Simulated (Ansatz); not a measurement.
[CdCl4]2- (CdCl4²⁻). The state is a singlet with charge -2. Geometry PBE0-D4/def2-SVPD.

```csv
atom,x (Å),y (Å),z (Å)
Cd1,-0.0001,0.0000,0.0002
Cl2,1.0120,0.4532,2.2873
Cl3,0.7638,1.7907,-1.6345
Cl4,-2.5357,0.0369,0.1730
Cl5,0.7601,-2.2808,-0.8259
```

In the def2 sets Cd takes a core potential; there is no spin–orbit coupling. HSE06 is defined as in plane-wave codes, on full-range PBE exchange. A multiply charged anion in the gas phase is held together partly by the finite basis. At PBE-D4/def2-TZVPD, BLYP-D4/def2-TZVPD, r2SCAN-D4/def2-TZVPD, B97M-V/def2-TZVPD and others the highest occupied level of the charge -2 singlet lies above zero (up to 1.17 eV). By energy differences its removal costs 2.38 eV (vertical, to the charge -1 doublet, at LC-ωPBE (ω = 0.30 bohr⁻¹)/def2-TZVPD).

Question: Estimate the orbital energies around the gap (eV) in Ansatz with PBE-D4/def2-TZVPD, BLYP-D4/def2-TZVPD, r2SCAN-D4/def2-TZVPD, B97M-V/def2-TZVPD, HSE06-D4/def2-TZVPD.

Answer: 
```csv
orbital,PBE-D4/def2-TZVPD,BLYP-D4/def2-TZVPD,r2SCAN-D4/def2-TZVPD,B97M-V/def2-TZVPD,HSE06-D4/def2-TZVPD
HOMO−9,0.26,0.41,-0.03,-0.12,-0.64
HOMO−8,0.26,0.41,-0.03,-0.12,-0.64
HOMO−7,0.89,1.02,0.59,0.48,-0.05
HOMO−6,0.89,1.02,0.59,0.48,-0.05
HOMO−5,1.02,1.16,0.73,0.62,0.11
HOMO−4,1.02,1.16,0.73,0.62,0.11
HOMO−3,1.02,1.16,0.73,0.62,0.11
HOMO−2,1.04,1.17,0.73,0.64,0.13
HOMO−1,1.04,1.17,0.73,0.64,0.13
HOMO,1.04,1.17,0.73,0.64,0.13
LUMO,5.35,5.35,5.78,5.45,5.66
LUMO+1,5.93,5.93,6.52,5.95,6.08
LUMO+2,5.93,5.93,6.52,5.95,6.08
LUMO+3,5.93,5.93,6.52,5.95,6.08
LUMO+4,6.64,6.66,7.07,6.81,7.04
LUMO+5,6.90,6.97,7.48,6.90,7.04
```
